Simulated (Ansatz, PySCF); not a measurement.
This Ansatz (a quantum-chemistry and plane-wave program) input computes a SVWN5/def2-TZVPD energy:

Ansatz 0.2 input:
```yaml
crystal:
  periodic: [false, false, false]
  atoms:
    - {symbol: Al, position_ang: [-0.39477180, -0.54907430, -0.26729586]}
    - {symbol: C, position_ang: [0.64014884, 0.89036065, 0.43343808]}
    - {symbol: H, position_ang: [0.45300292, 0.99825514, 1.50513264]}
    - {symbol: H, position_ang: [0.37166754, 1.82323757, -0.06940631]}
    - {symbol: H, position_ang: [1.70458499, 0.69636029, 0.27680607]}
    - {symbol: H, position_ang: [-1.23811508, -1.72205100, -0.83831477]}
basis:
  gaussian:
    orbitals: def2-TZVPD
hamiltonian:
  xc: {name: SVWN5}
total_charge: 1
output: {forces: true}
```

Task: Write an input for the same energy in PySCF and say what it gives.

Result: 
```python
from pyscf import gto, scf, dft

mol = gto.M(
    atom='''
    Al   -0.39477180   -0.54907430   -0.26729586
    C     0.64014884    0.89036065    0.43343808
    H     0.45300292    0.99825514    1.50513264
    H     0.37166754    1.82323757   -0.06940631
    H     1.70458499    0.69636029    0.27680607
    H    -1.23811508   -1.72205100   -0.83831477
    ''',
    basis='def2-tzvpd',
    charge=1,
    spin=0,
    verbose=4,
)

mf = dft.RKS(mol, xc='svwn').density_fit(auxbasis='def2-universal-jkfit')
mf.grids.level = 3
mf.conv_tol = 1e-9
mf.max_cycle = 100
mf.max_memory = 1500
mf.kernel()
if not mf.converged:
    mf = mf.newton()
    mf.kernel(mf.make_rdm1())
mf.analyze()
```
It gives -281.21270 Eh, and Ansatz -281.21265 Eh, a difference of 0.05 mEh, from the treatment of integrals and grids.

It need not be the lowest isomer of its formula.
